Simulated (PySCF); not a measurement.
**Ionisation energy of Sb(21+) by level of theory**

Sb(21+) [Ar] 3d10 4s2 → Sb(22+) [Ar] 3d10 4s1 [4s1/2^1, M_J = 1/2], as a difference of total energies. Computed with PySCF 2.14 in an even-tempered Gaussian basis (17 s from 1.4 bohr⁻², ratio 2.8; 13 p from 1.8 bohr⁻², ratio 2.8; 8 d from 3.2 bohr⁻², ratio 2.8; 4 f from 8.4 bohr⁻², ratio 3), with the two-component X2C-1e Hamiltonian. Correlated levels: [Ne] frozen; the 74 highest virtual spinors dropped. "Screened" scales the spin-orbit matrix elements by Boettger's factors to mimic the two-electron term; Breit and QED terms are absent.

| method | ionisation energy (eV) |
| --- | --- |
| GHF (spin-free) | 654.01 |
| GMP2 (spin-free) | 656.43 |
| GHF (screened spin-orbit) | 653.98 |
| GMP2 (screened spin-orbit) | 656.41 |

**Question.** How much does correlation contribute at GMP2 (screened spin-orbit)?

**Answer.** 656.41 − (653.98) = 2.43 eV, measured against GHF (screened spin-orbit).

Breit and QED terms and the two-electron picture change are absent.

For comparison: 657 ± 4 eV (theoretical estimate listed by NIST; NIST Atomic Spectra Database, ionization energies).
